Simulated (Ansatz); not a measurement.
GeH4 (SMILES [GeH4]), charge 0, multiplicity 1, relaxed at each level with Ansatz (an electronic-structure program); harmonic frequencies from differences of analytic forces, average atomic masses, frozen cores.

```
level               Ge1–H2 (Å)  Ge1–H3 (Å)  Ge1–H4 (Å)  Ge1–H5 (Å)  H2–Ge1–H3 (°)  H2–Ge1–H4 (°)  H2–Ge1–H5 (°)  dipole (D)
------------------  ----------  ----------  ----------  ----------  -------------  -------------  -------------  ----------
HF/def2-TZVPP           1.5344      1.5344      1.5344      1.5344          109.5          109.5          109.5        0.00
PBE/def2-TZVPP          1.5429      1.5429      1.5429      1.5429          109.5          109.5          109.5        0.00
r2SCAN/def2-TZVPP       1.5291      1.5291      1.5291      1.5291          109.5          109.5          109.5        0.00
B3LYP/def2-TZVPP        1.5348      1.5348      1.5348      1.5348          109.5          109.5          109.5        0.00
PBE0/def2-TZVPP         1.5339      1.5339      1.5339      1.5339          109.5          109.5          109.5        0.00
wB97X-V/def2-TZVPP      1.5309      1.5309      1.5309      1.5309          109.5          109.5          109.5        0.00
MP2/cc-pVTZ             1.5345      1.5345      1.5345      1.5345          109.5          109.5          109.5        0.00
CCSD(T)/cc-pVDZ         1.5430      1.5430      1.5430      1.5430          109.5          109.5          109.5        0.00
CCSD(T)/cc-pVTZ         1.5416      1.5416      1.5416      1.5416          109.5          109.5          109.5        0.00
```
